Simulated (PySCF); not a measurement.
C₂H₄BO (calculated)

Computed with PySCF 2.14.0. Calculation on a computer-drawn molecule: the log of a Hartree-Fock and frozen-core CCSD(T) single point meant for a local Hartree-Fock minimum, with one planted fault or none, to be diagnosed. Offsets are logged minus clean, where the clean run is the same molecule without the fault. The reference is restricted for singlets and unrestricted otherwise, and also for a bond in bohr or an excited solution. Adding or removing an electron swaps singlet and doublet. The excited solution moves the top pair (singlet) or top alpha electron (doublet) to the lowest empty orbital. Highest occupied and lowest empty are orbital energies over both spins, largest force is the largest gradient component, triples share is (T) over the correlation energy, the T1 limit is 0.02 restricted and 0.045 unrestricted, electrons count all cores, a negative frequency is imaginary (commonest isotopes), and the dipole is about the centre of nuclear charge.

```xyz
8
formula=C2H4BO meant_charge=0 meant_multiplicity=2 meant_basis=cc-pVDZ logged_electrons=29 logged_basis_functions=76 logged_SCF_converged=yes logged_spin_squared=1.6564 logged_highest_occupied=-8.5048 logged_lowest_empty=1.3466 logged_largest_force=0.031085 logged_T1_diagnostic=0.068361 logged_D1_diagnostic=0.26274 logged_triples_share=0.03698 logged_CC_converged=yes logged_dipole_magnitude=0.84665 logged_SCF_stable_within_its_kind=yes logged_energy_HF=-177.34078 logged_energy_CCSD(T)=-177.89931 possible_faults=no_fault,one_electron_removed,one_electron_added,multiplicity_raised_by_two,geometry_at_a_saddle_point,SCF_held_on_an_excited_solution,minimal_basis_STO-3G,one_bond_length_entered_in_bohr,all_coordinates_scaled planted_fault=one_bond_length_entered_in_bohr,row_4_of_the_drawn_bonds HF_energy_offset_from_clean_run=80.86 CCSD(T)_energy_offset_from_clean_run=83.16
B     -1.2431     1.3133     2.0388
C     -1.6353     0.2769     1.1842
O     -1.8903    -1.0336     1.4547
C     -1.4722    -1.4908     2.6559
H     -0.6157     3.0632     3.2505
H     -1.7835     0.5084     0.1347
H     -0.4819    -1.1780     2.9790
H     -1.8167    -2.4918     2.8733
```

Units: logged_highest_occupied, logged_lowest_empty in eV; logged_largest_force in hartree/bohr; logged_dipole_magnitude in debye; logged_energy_HF, logged_energy_CCSD(T) in hartree; HF_energy_offset_from_clean_run, CCSD(T)_energy_offset_from_clean_run in kcal/mol.

Drawn bonds:
```
atom  other atom  order
   1           2      2
   2           3      1
   3           4      1
   1           5      1
   2           6      1
   4           7      1
   4           8      1
```

Notes: T1 above single-reference limit.
